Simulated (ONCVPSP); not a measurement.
What one change does to a pseudopotential (W (Z = 74), ONCV)

| Property | Result |
| --- | --- |
| Element | tungsten |
| Generator | ONCVPSP 4.0.1 |
| Type | optimised norm-conserving Vanderbilt (ONCV) |
| Functional | PBE |
| Relativity | scalar-relativistic |
| Frozen core | [Kr] 4d10 |
| Valence charge | 28 |
| Reference configuration | 4f14 5s2 5p6 5d4 6s2 |
| Partial waves | 5s+6s: rc 1.60 bohr, ncon 4, nbas 8, qcut 6.1 1/bohr, 2 projectors; 5p: rc 1.75 bohr, ncon 3, nbas 6, qcut 6.3 1/bohr, 2 projectors, debl 1.2 Ha; 5d: rc 2.40 bohr, ncon 4, nbas 8, qcut 6.3 1/bohr, 2 projectors, debl 0.4 Ha; 4f: rc 0.85 bohr, ncon 4, nbas 8, qcut 20.4 1/bohr, 2 projectors, debl 1.8 Ha |
| Local potential | polynomial inside 0.65 bohr (lpopt 4, dvloc0 1 Ha) |
| Core correction | polynomial model core, fcfact 0.65 |

In the p channel the program set the typed energies aside and used -1.588, 0.250 Ha.

Change: non-relativistic. In the p channel the program set the typed energies aside and used -1.498, 0.250 Ha.

Cutoffs: the cutoffs (Ha) at which the residual kinetic energy of the hardest occupied pseudo-wave falls to 1 and 0.1 mHa per electron; they do not see the model core or the augmentation charge, which bear on the density cutoff. Errors are all-electron minus pseudo energies relative to the spin-unpolarised reference configuration.

Problem. Predict the effect on cutoff, ghosts and configuration errors.

Solution. The potential gets neither clearly harder nor softer (181 Ha and 196 Ha → 182 Ha and 196 Ha); the bound ghosts move from s to p, s; the lowest positive-energy flag moves from p at 18.1 eV to none; of the 4 tests that both files solve, the error grows in 0 and shrinks in 4 by more than 15 % and 0.3 meV (median size 8.7 → 1.2 meV).

```tsv
quantity	base	changed
cutoff, loose	181 Ha	182 Ha
cutoff, tight	196 Ha	196 Ha
loose cutoff by channel	s 17 Ha, p 11 Ha, d 13 Ha, f 181 Ha	s 17 Ha, p 9.8 Ha, d 13 Ha, f 182 Ha
bound ghosts	s	s, p
GHOST(+) flags under 300 eV	p at 18.1 eV	none
error for 4f14 5s2 5p6 5d4 6s1, meV [ΔE 8.88 → 7.66 eV]	-3.9	-0.2
error for 4f14 5s2 5p6 5d4 6s0, meV [ΔE 24.56 → 21.55 eV]	-13	-1.7
error for 4f14 5s2 5p6 5d3 6s0, meV [ΔE 49.95 → 47.70 eV]	-13	+1.6
error for 4f14 5s2 5p6 5d4 6s0 6p2, meV [ΔE 9.26 → 6.85 eV]	-4.7	-0.8
s: phases at 1.62 bohr within 0.05 rad from the reference energy up to (Ha; the scan ends near 5)	to the end of the scan	to the end of the scan
p: phases at 1.77 bohr within 0.05 rad from the reference energy up to (Ha; the scan ends near 5)	0.6	to the end of the scan
d: phases at 2.44 bohr within 0.05 rad from the reference energy up to (Ha; the scan ends near 5)	to the end of the scan	to the end of the scan
f: phases at 0.86 bohr within 0.05 rad from the reference energy up to (Ha; the scan ends near 5)	to the end of the scan	to the end of the scan
rms error of d²Exc/dni dnj with the model core, mHa	1.51	1.06
```

 A true bound ghost makes a file unfit for plane-wave use even where its test errors are small: the radial tests pick states by their node count and pass the ghost by.
